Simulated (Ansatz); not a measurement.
Gas-phase electronic energies from Ansatz, PBE0-D4/def2-TZVP geometries. CBS: MP2 limit from def2 TZ/QZ plus the TZ coupled-cluster correction, frozen cores. Functionals use def2-TZVPP. For Ge outer-core shells are correlated without core-valence functions, which leaves a few kJ/mol of doubt a bond. Scalar relativity is left out up to krypton. Each species was taken in one conformer, which may not be the lowest.

Consider the cleavage of the Si–Ge bond: `F[SiH](F)[GeH3]` + `[SH][GeH3]` → `F[SiH](F)[S][GeH3]` + GeH₄.

```tsv
level	ΔE (kJ/mol)
ωB97M-V	-73.1
SCS-MP2/def2-QZVPP	-75.4
```

Problem. What does CCSD(T)/CBS give? (An estimate is asked.)

Solution. The calculation gave: -70.9 kJ/mol. The listed levels differ from it by -2.2, -4.5 kJ/mol.

Largest T1 diagnostic among the species: 0.012.

The D4 term adds −7.1 kJ/mol with B3LYP and −3.8 kJ/mol with PBE0; it sums over pairs of atoms, weighted by their polarisabilities, and B3LYP, whose exchange is more repulsive, gets the larger term. From PBE to PBE0 (25 % exact exchange), in def2-TZVPP and without D4, ΔE moves by −4.6 kJ/mol.

B3LYP here is the variant with VWN-RPA as its local correlation; programs differ in this.
